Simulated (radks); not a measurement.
As1.25+, configuration [Ar] 3d10 4s2 4p(up 1.25, down 0.5) (fractional occupations, a model configuration). Method: scalar-relativistic Kohn-Sham, r2SCAN, spin-polarised, spherical densities, finite nucleus; meta-GGA in the generalised Kohn-Sham scheme; Fermi nuclear charge, rms radius 4.0968 fm; computed with a radial shooting solver on a logarithmic mesh with Libxc functionals.

X-ray form factor f0, the Fourier transform of the density (f0(0) = 31.75):

| sin(theta)/lambda (1/angstrom) | f0 (electrons) |
|---|---|
| 0.05 | 31.254 |
| 0.1 | 29.933 |
| 0.15 | 28.156 |
| 0.2 | 26.264 |
| 0.25 | 24.445 |
| 0.3 | 22.754 |
| 0.4 | 19.696 |
| 0.5 | 16.950 |
| 0.6 | 14.513 |
| 0.8 | 10.748 |
| 1 | 8.408 |
| 1.25 | 6.814 |
| 1.5 | 5.913 |
| 2 | 4.613 |
